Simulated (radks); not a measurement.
Values are calculated unless marked as measured or tabulated.
Spherical quantum dot in the effective-mass picture: electrons in a hard-walled sphere of radius 1.69, with a point charge +2 (a donor) at the centre, all in effective atomic units (hartree* = m*/eps^2 hartree, bohr* = eps/m* bohr), one dielectric constant everywhere. Level of theory: non-relativistic Kohn-Sham, PBE, spin-polarised, spherical densities (a radial shooting solver with Libxc functionals). Levels are named by radial order and angular momentum (1s, 1p, 1d, 2s, ...), and open shells are averaged over m. Results are scaled to m* = 0.257 and eps = 10, for which hartree* = 69.93 meV and bohr* = 2.059 nm.

N = 32, configuration 1s2 1p6 1d10 2s2 1f(up 7, down 5). This is the lowest configuration that the search found. Occupied and some empty levels:

level,occupation,eigenvalue (meV),<r> (nm)
1s up,1,1743.6,2.006
1s down,1,1746.1,1.998
1p up,3,1836.6,2.304
1p down,3,1839.8,2.302
1d up,5,1962.2,2.430
1d down,5,1965.7,2.429
2s up,1,2029.8,1.491
2s down,1,2031.0,1.496
1f up,7,2125.1,2.519
1f down,5,2128.7,2.519
1g up,0,2323.3,2.589
1g down,0,2327.0,2.589
2p up,0,2337.1,1.780
2p down,0,2338.6,1.780
2d up,0,2619.1,1.964
2d down,0,2621.2,1.963

Energy (meV): total 36128.5, kinetic 14622, external -4467.7, Hartree 28333, exchange-correlation -2359.7.
